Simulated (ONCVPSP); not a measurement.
How hard is this Er ONCV potential?

| Quantity | Value |
| --- | --- |
| Element | Er (Z = 68) |
| Generator | ONCVPSP 4.0.1 |
| Type | optimised norm-conserving Vanderbilt (ONCV) |
| Functional | PBE |
| Relativity | fully relativistic |
| Frozen core | [Kr] 4d10 |
| Valence charge | 22 |
| Reference configuration | 4f12 5s2 5p6 6s2 |
| Partial waves | 5s+6s: rc 1.95 bohr, ncon 4, nbas 7, qcut 6.3 1/bohr, 2 projectors; 5p: rc 2.00 bohr, ncon 5, nbas 9, qcut 7.3 1/bohr, 2 projectors, debl 2.6 Ha; d scattering state at 0.42 Ha: rc 1.65 bohr, ncon 4, nbas 7, qcut 5.3 1/bohr, 1 projector; 4f: rc 1.05 bohr, ncon 3, nbas 8, qcut 19.4 1/bohr, 2 projectors, debl 3.2 Ha |
| Local potential | polynomial inside 0.75 bohr (lpopt 5, dvloc0 2 Ha) |
| Core correction | Teter function fitted to the true core (icmod 2), fcfact 0.6 |

Open shells are filled in proportion to 2j + 1.

In the d channel the program set the typed energies aside and used 0.050 Ha (j = l + 1/2; the other j can differ).

Q: For each optimised wave give the share of its norm inside rc, the residual kinetic energy above qcut (Ha) and the cutoffs (Ha) for errors of 10, 1, 0.1 and 0.01 mHa per electron.

A:

```json
{"wave": "5s", "norm inside rc": "0.936", "residual KE": "3.4e-06", "10 mHa": "10.5", "1 mHa": "14.1", "0.1 mHa": "16.6", "0.01 mHa": "19.2"}
{"wave": "6s", "norm inside rc": "0.043", "residual KE": "3.1e-06", "10 mHa": "6.8", "1 mHa": "12.4", "0.1 mHa": "15.8", "0.01 mHa": "18.7"}
{"wave": "5p j=3/2", "norm inside rc": "0.820", "residual KE": "3.0e-06", "10 mHa": "12.1", "1 mHa": "18.1", "0.1 mHa": "21.9", "0.01 mHa": "25.0"}
{"wave": "p projector 2 j=3/2", "norm inside rc": "0.114", "residual KE": "6.6e-06", "10 mHa": "11.3", "1 mHa": "18.6", "0.1 mHa": "22.7", "0.01 mHa": "26.4"}
{"wave": "5p j=1/2", "norm inside rc": "0.874", "residual KE": "3.0e-06", "10 mHa": "7.5", "1 mHa": "17.5", "0.1 mHa": "21.7", "0.01 mHa": "24.8"}
{"wave": "p projector 2 j=1/2", "norm inside rc": "0.130", "residual KE": "7.8e-06", "10 mHa": "7.4", "1 mHa": "18.3", "0.1 mHa": "22.7", "0.01 mHa": "26.6"}
{"wave": "d projector 1 j=5/2", "norm inside rc": "0.233", "residual KE": "1.9e-05", "10 mHa": "6.9", "1 mHa": "9.4", "0.1 mHa": "11.6", "0.01 mHa": "21.5"}
{"wave": "d projector 1 j=3/2", "norm inside rc": "0.251", "residual KE": "2.2e-05", "10 mHa": "7.2", "1 mHa": "9.9", "0.1 mHa": "12.2", "0.01 mHa": "25.0"}
{"wave": "4f j=7/2", "norm inside rc": "0.761", "residual KE": "8.9e-05", "10 mHa": "121.4", "1 mHa": "141.3", "0.1 mHa": "173.9", "0.01 mHa": "not reached"}
{"wave": "f projector 2 j=7/2", "norm inside rc": "0.050", "residual KE": "3.4e-08", "10 mHa": "109.1", "1 mHa": "131.4", "0.1 mHa": "149.1", "0.01 mHa": "162.9"}
{"wave": "4f j=5/2", "norm inside rc": "0.775", "residual KE": "4.3e-05", "10 mHa": "113.8", "1 mHa": "130.2", "0.1 mHa": "146.7", "0.01 mHa": "not reached"}
{"wave": "f projector 2 j=5/2", "norm inside rc": "0.050", "residual KE": "1.3e-08", "10 mHa": "106.3", "1 mHa": "128.4", "0.1 mHa": "146.1", "0.01 mHa": "160.3"}
```

The occupied waves need 141 Ha and 174 Ha for 1 and 0.1 mHa. Note: ghosts flagged at negative energy: s at -427.1 eV, p3/2 at -55.0 eV, p1/2 at -12.0 eV; GHOST(+) flagged for d5/2 at 40.3 eV, d3/2 at 45.0 eV. A true bound ghost makes a file unfit for plane-wave use. Tests left out (the all-electron energies of this program are off by 10 to 40 meV for near-neutral 4f atoms).
